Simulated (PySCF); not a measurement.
Compound: C5H5S2 (doublet state).
Atom-mapped SMILES: `[CH3:1][c:2]1[cH:3][cH:4][c:5]([S:6])[s:7]1` (hydrogens: H8, H9, H10 on C1; H11 on C3; H12 on C4)

Method: PySCF, UKS B3LYP, pcH-1 on C H S, non-relativistic, mean-field spin-orbit, GIAO. Geometry: GFN2-xTB; no solvent, vibrations or thermal averaging. A GFN2-xTB geometry isn't a minimum of the functional, and hyperfine couplings can be far from their values at a DFT geometry, by a factor of two or more for some ions and for spin on atoms past the first row.

Output of the driver script. Atoms in this output count from 0.

```
UKS, coarse grid
  cycle   1  E = -989.86850119  |g| = 3.02e-01
  cycle   2  E = -989.82271896  |g| = 4.07e-01
  cycle   3  E = -989.91094860  |g| = 1.12e-01
  cycle   4  E = -989.91657702  |g| = 5.47e-02
  cycle   5  E = -989.91816210  |g| = 1.98e-02
  cycle   6  E = -989.91842231  |g| = 7.95e-03
  cycle   7  E = -989.91848381  |g| = 4.05e-03
  cycle   8  E = -989.91849778  |g| = 2.24e-03
  cycle   9  E = -989.91850047  |g| = 1.12e-03
  cycle  10  E = -989.91850189  |g| = 3.62e-04
UKS, final grid
  cycle   1  E = -989.91848922  |g| = 6.05e-04
  cycle   2  E = -989.91848857  |g| = 1.27e-03
  cycle   3  E = -989.91848946  |g| = 7.32e-05
  cycle   4  E = -989.91848947  |g| = 5.66e-05
  cycle   5  E = -989.91848948  |g| = 2.06e-05
E = -989.91848948 Eh   <S^2> = 0.7669 (exact 0.7500)
g shifts (ppm)      1          2          3
  rmc          -198       -198       -198
  gc             -8         41         42
  oz_so         -10       7817      60626
  total        -216       7661      60471
hyperfine (MHz)  atom isotope    a_iso     a_fc   dipolar eigenvalues
    0   13C     -10.36     -10.36     -0.85      0.42      0.43
    1   13C      27.17      27.17    -24.44    -23.69     48.13
    2   13C     -17.67     -17.67     -6.92      2.96      3.96
    3   13C      19.28      19.28    -20.56    -20.42     40.98
    4   13C     -19.63     -19.63     -2.04     -0.29      2.32
    5   33S      12.86      12.86    -56.86    -56.15    113.01
    6   33S      -1.95      -1.95     -1.91     -0.32      2.23
    7    1H      35.35      35.35     -1.83     -1.26      3.09
    8    1H       0.74       0.74     -1.70     -1.42      3.12
    9    1H      35.32      35.32     -1.83     -1.26      3.09
   10    1H       2.31       2.31     -2.40      0.13      2.26
   11    1H     -17.33     -17.33     -8.38     -1.91     10.29
```

Q: The run flagged its g tensor. What set off the flag, and which results does it touch?

A: The largest g shift is +0.060, past the limit of 0.03 at which the run flags a species of elements up to argon. The orbital-Zeeman/spin–orbit term is second order, a sum of spin–orbit matrix elements over excitation energies, so it grows and becomes less reliable as an excited state comes close; a shift of this size calls for a check with another method. The contact and dipolar couplings don't rest on that expansion, but they belong to the state that the SCF found, and a close-lying state with the spin in another orbital would have other couplings; no stability test was run. The run left out the spin–orbit part of the hyperfine coupling.

Q: Where is the spin in this solution (atoms counted from 1)?

A: Largest spin populations (Mulliken): S6 (+0.62), C2 (+0.27), C4 (+0.26) and C3 (-0.08). Three atoms exceed +0.15. The unrestricted determinant has ⟨S²⟩ = 0.7669 (exact 0.7500), 2.2 % above the value of a pure doublet state. 

Q: Average a_iso over equivalent nuclei, turn it into first-order splittings with g = 2.0023, and give the multiplets for abundant isotopes (0.05 mT or more).

A: 
```
nuclei (from 1)  isotope    I                                         position  a_iso (MHz)  |a| (mT)      splits into
      H8/H9/H10       1H  1/2                                  5 bonds from S6         23.8      0.85  1:3:3:1 quartet
            H12       1H  1/2  3 bonds from S6, on C4 of spin population +0.26        -17.3      0.62      1:1 doublet
            H11       1H  1/2                                  4 bonds from S6          2.3      0.08      1:1 doublet
```

Means are taken over nuclei equivalent by connectivity, which assumes that they swap fast. The three 1H nuclei of mean +23.8 MHz run from 0.7 to 35.4 MHz in the frozen geometry.

On one thread, Arm Neoverse V2 (aarch64), shared host with 96 logical CPUs at a one-minute load of 46, this took 50 s wall (with the writing of density and orbital grids) and 0.93 GiB of memory at its peak.
